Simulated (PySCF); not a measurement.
TDDFT excited states: [C5H7N2O2]+

Compound: C5H7N2O2 (charge +1).
Z-matrix (Å and degrees, GFN2-xTB geometry), rows numbered from 1:
```
C 
C   1  1.4794
O   2  1.1872  1  129.80
O   2  1.4110  1  109.74  3   179.14
C   4  1.3298  2  120.01  1  -177.50
C   5  1.3734  4  134.50  2    -0.15
N   6  1.3651  5  106.29  4   179.62
C   7  1.3233  6  109.93  5     0.05
N   8  1.3344  7  108.08  6    -0.02
H   1  1.0860  2  111.04  3   146.75
H   1  1.0865  2  109.67  3    23.70
H   1  1.0905  2  108.70  3   -94.39
H   6  1.0719  5  129.66  4    -0.43
H   7  1.0126  6  124.27  5  -179.77
H   8  1.0732  7  126.35  6  -179.85
H   9  1.0125  5  124.31  4     0.32
```

Computed, not measured: TDDFT CAM-B3LYP/def2-SVPD, vertical, gas phase, core orbitals frozen in the response in PySCF.

```tsv
state	E (eV)	λ (nm)	f	|μ| (D)	main configurations (H = HOMO, L = LUMO)
S1	5.82	213.1	0.216	3.13	H→L (97%)
S2	5.88	211.0	0.0013	0.24	H-1→L+1 (79%), H-1→L+4 (13%)
S3	6.78	182.9	0.126	2.21	H→L+1 (93%)
S4	7.18	172.7	0.0001	0.05	H→L+2 (97%)
S5	7.36	168.5	0.0000	0.02	H-1→L (93%)
S6	7.68	161.5	0.0060	0.45	H→L+3 (78%), H→L+5 (10%)
S7	7.96	155.8	0.022	0.86	H→L+4 (69%), H-3→L (12%), H-2→L (10%)
S8	8.15	152.1	0.0072	0.48	H→L+5 (69%), H→L+3 (18%)
```

Triplets (Tamm–Dancoff): T1 4.11 eV, H→L (94%); T2 5.02 eV, H→L+1 (66%), H→L+4 (27%); T3 5.35 eV, H-1→L+1 (77%), H-1→L+4 (15%).

The lowest singlet comes at 213 nm (561 kJ/mol) in the ultraviolet; it is strong; its leading configuration is HOMO→LUMO (97%). The lowest level is also the most intense of those listed (f = 0.216). Löwdin shares by element: HOMO carbon 62% or more, oxygen 17% or more (atoms not listed hold the other 21%); LUMO nitrogen 42%, carbon 34% or more, hydrogen 7% or more (atoms not listed hold the other 17%). The listed states span 2.33 eV, and the widest gap between neighbours is 0.90 eV (S2 to S3). Orbital energies (eV): HOMO-3 -16.22, HOMO-2 -15.64, HOMO-1 -14.04, HOMO -13.17, LUMO -4.36, LUMO+1 -3.31, LUMO+2 -3.01. Weighted by f, the mean energy of these states is 6.34 eV. No computed singlet lies in the visible range (380 to 750 nm); the lowest, at 213 nm, stands 2.56 eV above its violet end (3.26 eV). Only the lowest 8 singlets were computed, as vertical energies without vibronic structure.

One conformer stands for the species.
